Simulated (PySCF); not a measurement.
## Working out the ionisation energy of Ga

Ga [Ar] 3d10 4s2 4p1 (2P) → Ga⁺ [Ar] 3d10 4s2 (1S). Calculation: PySCF 2.14, in x2c-TZVPPall with one added diffuse shell each of s, p, d type (7s6p5d1f, 57 functions); scalar relativity by spin-free X2C-1e. Frozen: [Ne]. Energies in hartree (1 hartree = 27.21139 eV):

| part | Ga (lower) | Ga⁺ (upper) |
| --- | --- | --- |
| UHF | -1942.169632 | -1941.966795 |
| MP2 opposite-spin | -0.230662 | -0.224474 |
| MP2 same-spin | -0.109704 | -0.104868 |

**Question.** What does Hartree-Fock give?

**Answer.** (-1941.966795) − (-1942.169632) = 0.202837 hartree = 5.519 eV.

**Question.** What do MP2 and SCS-MP2 (6/5 opposite-spin, 1/3 same-spin) give?

**Answer.** The opposite-spin parts differ by 0.168 eV and the same-spin parts by 0.132 eV. MP2: 5.519 + (0.168) + (0.132) = 5.819 eV. SCS-MP2: 5.519 + 1.2 × (0.168) + (0.132)/3 = 5.765 eV.

Measured between the centres of the two terms (NIST): 5.931 eV, so MP2 (valence and next inner shell) is off by -0.112 eV.

What remains against the reference includes basis incompleteness, the frozen core and correlation beyond second order.
